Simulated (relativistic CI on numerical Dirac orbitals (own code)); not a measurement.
## Radial parameters of Hg XVI

Method of calculation: Dirac-Coulomb-Breit CI, separate exchange-only KLI orbitals for each configuration, QED by a radiative potential, unscaled Slater integrals (own radial code, finite nucleus).

Slater integrals F^k, G^k are unscaled and averaged over j, outside the closed core [Kr] 4d10; ζ comes from projecting the Hamiltonian with its Breit term on Σ l·s of the shell.

- 4f14 5s2 5p3: F^2(5p,5p) = 116090, ζ(5p) = 127410 cm⁻¹; <r>(5p) = 0.92, <r^2>(5p) = 0.9449 (bohr units).
- 4f14 5s 5p4: F^2(5p,5p) = 116110, G^1(5s,5p) = 150520, ζ(5p) = 126850 cm⁻¹; <r>(5s) = 0.841, <r^2>(5s) = 0.7876, <r>(5p) = 0.9195, <r^2>(5p) = 0.9441 (bohr units).
- 4f14 5s2 5p2 5d: F^2(5p,5p) = 116150, ζ(5p) = 128120, F^2(5p,5d) = 105510, G^1(5p,5d) = 130370, G^3(5p,5d) = 83058, ζ(5d) = 12662 cm⁻¹; <r>(5p) = 0.9191, <r^2>(5p) = 0.9432, <r>(5d) = 1.047, <r^2>(5d) = 1.229 (bohr units).

In this model ζ of a weakly bound d, f or g electron outside closed shells comes out too small, for d by up to a factor of two or three and at times with the wrong sign; that of an outer p electron is too small as well.

Averages of the first 10 configurations, taken without configuration mixing, which lowers the lowest level and can move excited configurations by several eV; other configurations of the list can lie among them:

```csv
Configuration,Parity,States,Average energy above the lowest level (eV)
4f14 5s2 5p3,odd,20,25.3
4f14 5s 5p4,even,30,86.0
4f14 5s2 5p2 5d,even,150,102.8
4f13 5s2 5p4,odd,210,85.3
4f14 5s 5p3 5d,odd,400,161.4
4f14 5s2 5p2 5f,odd,210,179.9
4f14 5s2 5p2 5g,even,270,235.0
4f14 5s 5p3 5f,even,560,239.0
4f14 5s2 5p2 6s,even,30,159.4
4f13 5s2 5p3 5d,even,2800,163.3
```
